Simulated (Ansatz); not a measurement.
`[SiH3]OB(Cl)O[SiH3]` and `OB(O[SiH3])O[SiH3]` differ in one atom or group.

Ansatz, PBE0-D4/def2-TZVP geometries, multiplicity 1. Each molecule was computed in one conformer, which needn't be the lowest.

| property | `[SiH3]OB(Cl)O[SiH3]` |
| --- | --- |
| LUMO energy (PBE0/def2-TZVPP) / eV | -0.12 |
| HOMO–LUMO gap (PBE/def2-TZVPP) / eV | 6.68 |
| HOMO energy (PBE0/def2-TZVPP) / eV | -9.17 |
| LUMO energy (B3LYP/def2-TZVPP) / eV | -0.35 |
| LUMO energy (ωB97M-V/def2-TZVPP) / eV | 1.47 |
| LUMO energy (PBE/def2-TZVPP) / eV | -0.98 |

Q: Give the same properties after the change, and the shifts. (An estimate is asked.)

A: Computed: 
```json
{"property": "LUMO energy (PBE0/def2-TZVPP) / eV", "`OB(O[SiH3])O[SiH3]`": "-0.07", "shift": "0.05"}
{"property": "HOMO–LUMO gap (PBE/def2-TZVPP) / eV", "`OB(O[SiH3])O[SiH3]`": "6.58", "shift": "-0.10"}
{"property": "HOMO energy (PBE0/def2-TZVPP) / eV", "`OB(O[SiH3])O[SiH3]`": "-8.96", "shift": "0.21"}
{"property": "LUMO energy (B3LYP/def2-TZVPP) / eV", "`OB(O[SiH3])O[SiH3]`": "-0.32", "shift": "0.03"}
{"property": "LUMO energy (ωB97M-V/def2-TZVPP) / eV", "`OB(O[SiH3])O[SiH3]`": "1.47", "shift": "0.00"}
{"property": "LUMO energy (PBE/def2-TZVPP) / eV", "`OB(O[SiH3])O[SiH3]`": "-0.92", "shift": "0.06"}
```

With PBE0 the HOMO rises by 0.21 eV and the LUMO rises by 0.05 eV, so the gap narrows by about 0.16 eV. PBE moves the HOMO by 0.16 eV and ωB97M-V by 0.19 eV. The zero-point energy changes by 36.7 kJ/mol with +3 modes.

Positive LUMOs are unbound, so they and the gaps depend on the basis.

B3LYP here is the variant with VWN-RPA as its local correlation; programs differ in this.
